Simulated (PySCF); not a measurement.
## Ionisation energy of Sb(2+) by level of theory

Sb(2+) [Kr] 4d10 5s2 5p1 (2P) → Sb(3+) [Kr] 4d10 5s2 (1S), as a difference of total energies. Computed with PySCF 2.14 in x2c-TZVPPall with one added diffuse shell each of s, p, d, f type (9s7p5d3f, 76 functions), with the spin-free X2C one-electron Hamiltonian (Gaussian nucleus). Correlated levels: valence: [Kr] 4d10 frozen. The calculations carry no spin-orbit coupling.

```
           method  ionisation energy (eV)
              UHF                  24.113
    MP2 (valence)                  24.320
SCS-MP2 (valence)                  24.310
   CCSD (valence)                  24.384
CCSD(T) (valence)                  24.400
```

Q: How much does correlation contribute at CCSD(T) (valence)?

A: 24.400 − (24.113) = 0.287 eV, measured against UHF.

The reference lies between the lowest fine-structure levels, while these numbers refer to the centres of the terms.

Errors of the correlated levels include the incompleteness of this basis and the frozen core.

For comparison: 25.323 eV (measured; NIST Atomic Spectra Database, ionization energies).
